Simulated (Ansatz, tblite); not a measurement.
Forces on the cluster ZrO₃H₂ at its PBE-D4/def2-TZVP geometry. Total charge 0; singlet.

In the def2 sets Zr takes a core potential; there is no spin–orbit coupling. The xTB rows come from tblite. The structure comes from a short search, and lower isomers may exist.

GFN1-xTB (tblite), largest force 2.03 eV/Å:

```xyz
6
positions Å, forces eV/Å
Zr    0.173    0.580   -0.259   -0.698   -1.580    1.057
O     1.034    0.149    1.473   -0.340    0.374   -1.317
O     1.042   -0.156   -1.613   -0.155    0.455    0.246
O    -1.765    0.172   -0.338    1.345    0.360   -0.227
H     1.807   -0.390    1.694   -0.218    0.197    0.029
H    -2.290   -0.355   -0.957    0.066    0.195    0.212
```

GFN2-xTB (tblite), largest force 0.91 eV/Å:

```
Zr -0.307 -0.725 0.463
O -0.338 0.200 -0.744
O -0.338 0.187 0.527
O 0.819 0.191 0.005
H -0.053 0.075 -0.213
H 0.217 0.072 -0.039
```

BLYP-D4/def2-TZVP (Ansatz), largest force 0.55 eV/Å:

```
Zr -0.108 0.374 0.169
O 0.099 -0.044 0.229
O 0.274 -0.225 -0.425
O -0.250 -0.040 0.004
H 0.053 -0.033 0.050
H -0.068 -0.032 -0.029
```
